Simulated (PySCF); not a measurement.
AlFHI, SMILES [F][AlH][I]. Coordinates come from a B3LYP-D3(BJ)/def2-TZVP optimisation. The def2 effective core potentials stand for the cores of I; spin–orbit coupling is left out.

All values below come from B3LYP-D3(BJ)/def2-TZVP in PySCF.

Harmonic wavenumbers (cm⁻¹): 165, 354, 449, 648, 842, 2011. Rotational constants (GHz): 23.67, 1.738, 1.619; symmetry number 1.

Work out the zero-point energy and the ideal-gas rigid-rotor harmonic-oscillator thermochemistry at 298.15 K and 1 atm.

ZPE = ½ Σ hcν = ½ × 4468 cm⁻¹ = 6.39 kcal/mol. H − E(el) = 9.66 kcal/mol. Entropy in cal/(mol K): translation 41.37, rotation 25.98, vibration 5.00, total 72.35. G − E(el) = -11.91 kcal/mol. Cp = 14.29 cal/(mol K).
